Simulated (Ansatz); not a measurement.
Ansatz (a program for electronic structure) input (CCSD(T)/6-31G):

Ansatz 0.2 input:
```yaml
crystal:
  periodic: [false, false, false]
  atoms:
    - {symbol: Be, position_ang: [-0.87992344, -0.51025829, -0.68985964]}
    - {symbol: C, position_ang: [0.30537839, 0.17708570, 0.23941654]}
    - {symbol: H, position_ang: [0.85331289, -0.61161243, 0.76365012]}
    - {symbol: H, position_ang: [-0.15481764, 0.85375314, 0.96566621]}
    - {symbol: H, position_ang: [0.98892816, 0.73637827, -0.40637702]}
basis:
  gaussian:
    orbitals: 6-31G
total_charge: 1
magnetization: {spin_polarized: false}
correlation: {method: ccsd_t, electrons: outside_noble_gas}
```

Output:

```
Functional definition: HF
integrals: 0.00 GiB planned
348 factors; integrals over basis functions are off by at most 2.1e-4 eV
mean field: 0.05 GiB planned
mean field evaluation 1: about -1462.8450 eV, gradient 4.0e1 eV
mean field evaluation 2: about -1462.8424 eV, gradient 4.0e1 eV
mean field evaluation 4: about -1466.7629 eV, gradient 1.5e0 eV
mean field evaluation 8: about -1466.7750 eV, gradient 2.7e-3 eV
mean field evaluation 16: about -1466.7750 eV, gradient 2.8e-6 eV
mean field -1466.77504776 eV, -53.9029887892 hartree, gradient 2.8e-6 eV, S^2 0.000000; 0 other end points of the search recorded, 0 dependent functions left out
2 core orbitals not correlated
reference -1466.77504776 eV, -53.9029887892 hartree; 4, 4 occupied and 18, 18 virtual orbitals, 348 factors
second order -2.91782133 eV of doubles, -0.00000000 eV of singles
coupled cluster: 0.04 GiB planned
cycle   1  -3.22495827 eV  change   -3.1e-1 eV  update   5.5e-2
cycle   2  -3.37859067 eV  change   -1.5e-1 eV  update   2.3e-2
cycle   3  -3.41079191 eV  change   -3.2e-2 eV  update   1.2e-2
cycle   4  -3.40961112 eV  change    1.2e-3 eV  update   5.3e-3
cycle   5  -3.40757786 eV  change    2.0e-3 eV  update   2.0e-3
cycle   6  -3.40748286 eV  change    9.5e-5 eV  update   6.1e-4
cycle   7  -3.40738268 eV  change    1.0e-4 eV  update   1.9e-4
cycle   8  -3.40741805 eV  change   -3.5e-5 eV  update   5.0e-5
cycle   9  -3.40742255 eV  change   -4.5e-6 eV  update   1.1e-5
cycle  10  -3.40742379 eV  change   -1.2e-6 eV  update   3.1e-6
perturbative correction -0.08302492 eV, -0.0030511096 hartree
Total energy: -1470.26549647 eV, -54.0312604134 hartree
```

It need not be the lowest isomer of its formula.
